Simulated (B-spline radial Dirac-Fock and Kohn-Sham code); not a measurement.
# X-ray form factors of selenium in several charge states

These are calculated numbers from a radial atomic solver; the model is Dirac-Fock orbitals of the configuration average with a finite nucleus.

Configurations: Se²⁸⁺ [He] 2s2 2p2; Se²⁹⁺ [He] 2s2 2p1; Se³²⁺ 1s2; Se³³⁺ 1s1. The first column is f₀ of Se²⁸⁺, the others are differences from it.

```
s (Å⁻¹)  Se²⁸⁺  Δ Se²⁹⁺  Δ Se³²⁺  Δ Se³³⁺
      0  6.000   -1.000   -4.000   -5.000
   0.05  5.997   -0.999   -3.997   -4.997
    0.1  5.989   -0.998   -3.990   -4.989
   0.15  5.976   -0.995   -3.977   -4.976
    0.2  5.957   -0.990   -3.959   -4.958
   0.25  5.934   -0.985   -3.936   -4.935
    0.3  5.905   -0.979   -3.908   -4.907
   0.35  5.871   -0.971   -3.876   -4.873
    0.4  5.832   -0.962   -3.838   -4.835
   0.45  5.789   -0.953   -3.797   -4.793
    0.5  5.741   -0.942   -3.751   -4.746
    0.6  5.633   -0.918   -3.646   -4.639
    0.7  5.508   -0.890   -3.527   -4.517
    0.8  5.370   -0.859   -3.394   -4.382
    0.9  5.220   -0.826   -3.250   -4.235
      1  5.060   -0.790   -3.097   -4.078
    1.1  4.892   -0.753   -2.937   -3.914
    1.2  4.718   -0.714   -2.771   -3.744
    1.4  4.359   -0.635   -2.431   -3.394
    1.6  4.000   -0.556   -2.093   -3.045
```
